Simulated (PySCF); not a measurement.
C2H5FO2Si, SMILES C[Si@H](F)C(=O)O. Atoms are numbered in the order given.

```xyz
11

C     -1.8597    -0.5423     0.8870
Si    -0.6300     0.5537     0.0092
F     -1.0099     0.6933    -1.5828
C      1.1049    -0.2458     0.2457
O      1.4986    -0.4966     1.3742
O      1.8292    -0.5004    -0.8667
H     -2.8615    -0.0728     0.9444
H     -1.9557    -1.5164     0.3668
H     -1.4948    -0.7327     1.9168
H     -0.5486     1.9355     0.5853
H      2.6766    -0.9000    -0.5539
```

Coordinates come from a PBE-D3(BJ)/def2-SVP optimisation. The structure was generated by enumeration; whether it is a known compound was not checked. One conformer was computed; it need not be the lowest.

Level of theory: PBE/def2-TZVP in PySCF.

Gas-phase values at a fixed geometry.

Q: Estimate the frontier levels, gap, dipole moment and polarisability. (The exact figures need the calculation; the answer reports its results.)

A: 
* **highest occupied level**: -6.53 eV
* **lowest empty level**: -2.02 eV
* **orbital gap**: 4.51 eV
* **dipole moment**: 0.74 D
* **quadrupole, principal values (traceless, Buckingham form, about the centre of nuclear charge)**: -13.33, 1.62, 11.70 D·Å
* **mean static polarisability**: 58.0 bohr³ (8.60 Å³)
* **polarisability, principal values**: 49.1, 56.7, 68.2 bohr³
